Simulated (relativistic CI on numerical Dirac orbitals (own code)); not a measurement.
## Ni²⁺ in a cubic cluster: 1s photoemission with charge transfer

Computed with a charge-transfer multiplet model of a cubic metal-ligand cluster with up to 2 ligand holes, Slater and spin-orbit integrals from Dirac-Coulomb-Breit ions, Slater integrals scaled by 0.8. The parameters are those of a tetrahedral site (10Dq negative, t2 hopping the larger). The ground state mixes d8 with configurations of k ligand holes L, whose averages lie at kΔ + k(k − 1)U_dd/2; a core hole lowers each added d electron by U_cd. 300 K, Lorentzian 1.1 eV and Gaussian 0.6 eV FWHM.

Atomic integrals in eV (Slater integrals scaled, ζ unscaled), ground: F2dd 9.736, F4dd 6.042, zeta_d 0.080; with the core hole: F2dd 11.122, F4dd 6.940, zeta_d 0.112, G2cd 0.065.

Cluster parameters (eV): U_dd = 7.3, U_cd = 8.7, 10Dq = -0.35, 10Dq(ligand) = 0, V(eg) = 1.25, V(t2g) = -2.12, final-state hopping factor = 1.

```
       Case   n_d    d8   d9L  d10L2     S
Δ = -1.5 eV  8.68  0.38  0.56   0.06  1.00
Δ = -0.5 eV  8.56  0.48  0.48   0.04  1.00
 Δ = 1.5 eV  8.35  0.66  0.32   0.01  1.00
 Δ = 2.5 eV  8.27  0.74  0.25   0.01  1.00
 Δ = 4.5 eV  8.17  0.83  0.16   0.00  1.00
```

Weights, n_d and S are thermal averages at 300 K. Binding energies count from the first peak over 30 % of the highest in each spectrum, which can be another peak from case to case. The parameters are a model scan and need not match a compound or its usual spin state. Peaks in eV (height, largest 100):
- Δ = -1.5 eV: 0.0 (100), 6.0 (74), 14.5 (27)
- Δ = -0.5 eV: 0.0 (100), 5.7 (67), 13.0 (37)
- Δ = 1.5 eV: 0.0 (100), 5.6 (55), 10.5 (49)
- Δ = 2.5 eV: 0.0 (100), 5.7 (56), 9.5 (47)
- Δ = 4.5 eV: 0.0 (100), 6.0 (69), 8.8 (16)

For the case Δ = 1.5 eV, Δ = 1.5 eV is smaller than U_dd = 7.3 eV, the charge-transfer side of the Zaanen-Sawatzky-Allen scheme. With the core hole the configuration with one ligand hole lies at Δ − U_cd = -10.2, -9.2, -7.2, -6.2, -4.2 eV from the one without, in the order of the table; where this is negative the screened configuration lies lower.
